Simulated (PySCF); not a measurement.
C₃H₁₂Si₃, SMILES [C@@H]1(C[SiH2][SiH2]1)C[SiH3].

Geometry: PBE-D3(BJ)/def2-SVP. The structure was generated by enumeration; whether it is a known compound was not checked. Other conformers were not sampled.

All values below come from PySCF with TDA-ωB97X/def2-SVPD.

Vertical excitations. Isolated molecule, no solvent.

**Question.** Give excitation energies, oscillator strengths and character. (Estimate from the structure and the level; the computed values follow.)

**Answer.** 
```json
[
 {"state": "S1", "energy (eV)": "6.65", "λ (nm)": "187", "f": "0.071", "main pairs": "HOMO→LUMO+1 52 %, HOMO→LUMO 12 %, HOMO−1→LUMO 8 %"},
 {"state": "S2", "energy (eV)": "6.69", "λ (nm)": "185", "f": "0.042", "main pairs": "HOMO→LUMO+2 41 %, HOMO→LUMO+3 39 %"},
 {"state": "S3", "energy (eV)": "6.88", "λ (nm)": "180", "f": "0.147", "main pairs": "HOMO→LUMO 77 %"},
 {"state": "S4", "energy (eV)": "6.97", "λ (nm)": "178", "f": "0.176", "main pairs": "HOMO−1→LUMO 62 %, HOMO→LUMO+1 16 %"},
 {"state": "S5", "energy (eV)": "7.27", "λ (nm)": "171", "f": "0.036", "main pairs": "HOMO−1→LUMO+3 32 %, HOMO−1→LUMO+2 32 %, HOMO−1→LUMO+1 16 %"},
 {"state": "S6", "energy (eV)": "7.39", "λ (nm)": "168", "f": "0.026", "main pairs": "HOMO→LUMO+3 39 %, HOMO→LUMO+2 28 %, HOMO→LUMO+4 10 %"},
 {"state": "T1", "energy (eV)": "5.74", "λ (nm)": "216", "f": "0", "main pairs": "HOMO→LUMO 61 %"},
 {"state": "T2", "energy (eV)": "5.83", "λ (nm)": "213", "f": "0", "main pairs": "HOMO→LUMO+3 32 %, HOMO→LUMO+2 29 %, HOMO−1→LUMO+3 9 %, HOMO→LUMO 8 %"}
]
```
Triplets are in the Tamm–Dancoff approximation.
